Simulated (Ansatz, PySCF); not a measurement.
Molecule: BaCl$_{2}$, charge 0, multiplicity 1. 
Coordinates optimised at B3LYP-D3(BJ)/def2-TZVP (Ansatz, an electronic-structure program):
```
Ba
Cl 1 2.7413
Cl 1 2.7413 2 127.36
```

Property: atomisation energy (electronic, to ground-state atoms), in kcal/mol. Cores are frozen in the correlated levels unless marked. UHF or UKS for open shells. Spin-orbit coupling is left out. The frozen core is the preceding noble-gas configuration, with the filled d and f shells of earlier blocks. The outer core of K, Ca and their heavier congeners is not correlated, a term that matters for these elements. In def2 rows, elements after Kr have scalar-relativistic effective core potentials. Basis-set limits of correlation are two-point, X^-3; Hartree-Fock from the larger set.

| level | program | atomisation energy (kcal/mol) |
|---|---|---|
| HF/def2-SVPD | Ansatz | 185.5 |
| PBE/def2-TZVPD | Ansatz | 224.5 |
| PBE-D4/def2-TZVPD | Ansatz + dftd4 | 226.0 |
| BP86/def2-TZVPD | PySCF | 219.9 |
| TPSS/def2-TZVPD | PySCF | 225.4 |
| B3LYP-D4/def2-TZVPD | Ansatz + dftd4 | 218.9 |
| PBE0/def2-QZVPP | Ansatz | 225.7 |
| r2SCAN0/def2-TZVPD | Ansatz | 227.7 |
| B2GP-PLYP-D3(BJ)/def2-TZVPD | Ansatz + dftd3 | 225.5 |
| RI-MP2/def2-QZVPP | Ansatz | 232.2 |
| SCS-MP2/def2-QZVPPD | Ansatz | 226.0 |
| CCSD/def2-TZVPP | Ansatz | 210.0 |
| CCSD/CBS(def2-TZVPP,def2-QZVPP) | Ansatz | 222.5 |
| CCSD(T)/def2-TZVPPD | Ansatz | 216.0 |
